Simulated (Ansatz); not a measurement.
Start from `FC(F)Cl` and change one atom or group to get `CBC(F)Cl`.

Ansatz, PBE0-D4/def2-TZVP geometries, multiplicity 1. Each molecule was computed in one conformer, which needn't be the lowest.

| property | `FC(F)Cl` |
| --- | --- |
| LUMO energy (B3LYP/def2-TZVPP) / eV | 0.11 |
| LUMO energy (PBE0/def2-TZVPP) / eV | 0.46 |
| size of the dipole moment (ωB97M-V/def2-TZVPP) / D | 1.41 |
| size of the dipole moment (PBE/def2-TZVPP) / D | 1.31 |
| HOMO energy (PBE0/def2-TZVPP) / eV | -9.60 |
| HOMO energy (ωB97M-V/def2-TZVPP) / eV | -11.93 |

(1) What does the change do to each property? (Estimate.)

Answers

(1) Computed: 
| property | `CBC(F)Cl` | shift |
| --- | --- | --- |
| LUMO energy (B3LYP/def2-TZVPP) / eV | -1.28 | -1.39 |
| LUMO energy (PBE0/def2-TZVPP) / eV | -1.04 | -1.50 |
| size of the dipole moment (ωB97M-V/def2-TZVPP) / D | 1.19 | -0.22 |
| size of the dipole moment (PBE/def2-TZVPP) / D | 0.99 | -0.32 |
| HOMO energy (PBE0/def2-TZVPP) / eV | -8.63 | 0.97 |
| HOMO energy (ωB97M-V/def2-TZVPP) / eV | -10.92 | 1.01 |

With PBE0 the HOMO rises by 0.97 eV and the LUMO falls by 1.50 eV, so the gap narrows by about 2.47 eV. PBE moves the HOMO by 0.91 eV and ωB97M-V by 1.01 eV. Dipoles are sizes alone; their direction can turn.

B3LYP here is the variant with VWN-RPA as its local correlation; programs differ in this.
